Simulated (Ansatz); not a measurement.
Relaxed structures of AlBH₃Se (charge -1), closed shell (PBE0-D4/def2-TZVPD; forces vanish, vibrations not checked; lower isomers may exist, and structures with a doubtful reference or unclear bonds are left out; Å). Ansatz 0.2.0; basis: def2-TZVPPD; cores frozen in the correlated methods. Filled d shells of the heavier atoms are correlated. The def2 sets are not built for correlating such inner shells, so the correlated values are less sure here.

Question: Rank them by CCSD(T) energy, lowest first, and give each one's height above the lowest. Links in brackets join atoms within 1.22 times the sum of their covalent radii (1.1 for two metals). (An estimate is asked for; the value comes from the calculation.)
A.
AlBH₃Se ([BH]1[AlH2][Se]1), total charge -1
```
6
angstrom
B -0.7115 -0.3197 -0.1838
Al 0.3082 0.8116 1.2130
Se 1.1157 -0.9049 -0.4234
H -1.6124 -0.7688 -0.8399
H 0.8402 2.3169 0.9313
H 0.4642 0.3865 2.7697
```
B.
AlBH₃Se ([BH]1[AlH][SeH]1), total charge -1
```
6
angstrom
B -0.0709 -0.0750 -0.5593
Al 0.7060 0.9071 0.9480
Se 1.4730 -1.4499 0.0058
H 0.6245 -2.5783 0.5160
H -0.4237 -0.1842 -1.7010
H 0.5143 1.0327 2.5462
```
C.
AlBH₃Se ([AlH][B][SeH2]), total charge -1
```
6
angstrom
B 0.3338 -0.3399 0.2380
Al 0.6765 0.8114 1.7655
Se -0.8220 0.1483 -1.2086
H -1.7824 -1.0133 -1.5763
H -0.1779 -0.1933 -2.5763
H 1.6023 0.5975 3.0930
```
D.
AlBH₃Se ([BH2]1[AlH][Se]1), total charge -1
```
6
angstrom
B -0.4804 -0.0499 -0.8172
Al 0.3481 0.5222 0.9944
Se 0.8692 -1.5396 0.1269
H -1.6226 -0.4413 -0.8483
H -0.0162 0.3841 -1.8444
H 0.9019 1.1245 2.3886
```

Answer: Computed: A (0.0 kJ/mol), D (9.1 kJ/mol), B (221.2 kJ/mol), C (510.4 kJ/mol). Heights count from the lowest.

The T1 diagnostic stays at or below 0.028. The restricted Hartree–Fock reference is unstable towards an unrestricted one at one or more of these structures.

For scale, one of the runs: CCSD(T)/def2-TZVPPD, 193 basis functions, launched by `ansatz run in.yaml --threads 2 --pin off --events-out ev --progress --plain --max-ram 4352MiB`. Hardware: 2 CPU threads of an Arm Neoverse V2, shared host. Wall time 95 s; peak host memory 2 GiB.
